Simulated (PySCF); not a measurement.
SMILES [C]1=CC=CC1, doublet, CAM-B3LYP/def2-SVP optimised geometry.

```
10

C     -1.25     0.76     0.00
C      0.02     1.17     0.00
C      0.85    -0.06     0.00
C      0.06    -1.15     0.00
C     -1.39    -0.72     0.00
H      0.40     2.19     0.00
H      1.94    -0.06     0.00
H      0.38    -2.19     0.00
H     -1.94    -1.09     0.89
H     -1.94    -1.09    -0.89
```

Density from PySCF with unrestricted CAM-B3LYP/def2-TZVP at that geometry.

Minimum of the electron density along straight lines between bonded atoms, close to the bond critical point (lines longer than 1.1 times the sum of covalent radii, or with two minima, are not listed):

```csv
bond,length / Å,ρ at the minimum / e bohr⁻³,∇²ρ there / e bohr⁻⁵,position (fraction from the first atom)
C1–C2,1.334,0.350,-1.05,0.51
C2–C3,1.480,0.267,-0.69,0.50
C3–C4,1.347,0.347,-1.04,0.50
C1–C5,1.490,0.262,-0.68,0.51
C4–C5,1.510,0.254,-0.64,0.50
C2–H6,1.090,0.281,-1.00,0.65
C3–H7,1.092,0.281,-1.00,0.65
C4–H8,1.091,0.280,-0.99,0.65
C5–H9,1.104,0.269,-0.91,0.65
C5–H10,1.104,0.269,-0.91,0.65
```
